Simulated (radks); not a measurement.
Q: All-electron atom: Ag in [Kr] 4d10 5s1 (the NIST ground configuration). Method: scalar-relativistic Kohn-Sham, OLYP, spin-polarised, spherical densities, finite nucleus; open shells are filled with parallel spins first (spin-orbit coupling, left out, can overturn this in heavy ions); Fermi nuclear charge, rms radius 4.5454 fm; computed with a radial shooting solver on a logarithmic mesh with Libxc functionals. Some entries of the table are withheld. Estimate them.

| orbital | occ. | eigenvalue (eV) | <r> (bohr) |
|---|---|---|---|
| 1s up | 1 | -25326.44 | 0.03112 |
| 1s down | 1 | -25326.42 | 0.03112 |
| 2s down | 1 | -3732.189 | 0.1349 |
| 2s up | 1 | -3732.185 | 0.1349 |
| 2p down | 3 | -3348.336 | 0.1177 |
| 2p up | 3 | -3348.336 | 0.1177 |
| 3s up | 1 | -684.5339 | 0.3683 |
| 3s down | 1 | -684.5249 | 0.3683 |
| 3p up | 3 | -558.4076 | 0.3673 |
| 3p down | 3 | -558.3990 | 0.3673 |
| 3d up | 5 | -359.7084 | 0.3452 |
| 3d down | 5 | -359.7057 | 0.3452 |
| 4s down | 1 | -95.0184 | 0.9118 |
| 4s up | 1 | -94.9899 | 0.9120 |
| 4p down | 3 | -58.5483 | 0.9998 |
| 4p up | 3 | -58.5303 | 1.001 |
| 4d up | 5 | -7.4309 | (1) |
| 4d down | 5 | -7.2377 | (2) |
| 5s up | 1 | -4.3753 | 3.167 |
| 5s down | 0 | -3.8765 | 3.385 |

A: 
(1) 4d up <r> (bohr): 1.417
(2) 4d down <r> (bohr): 1.399
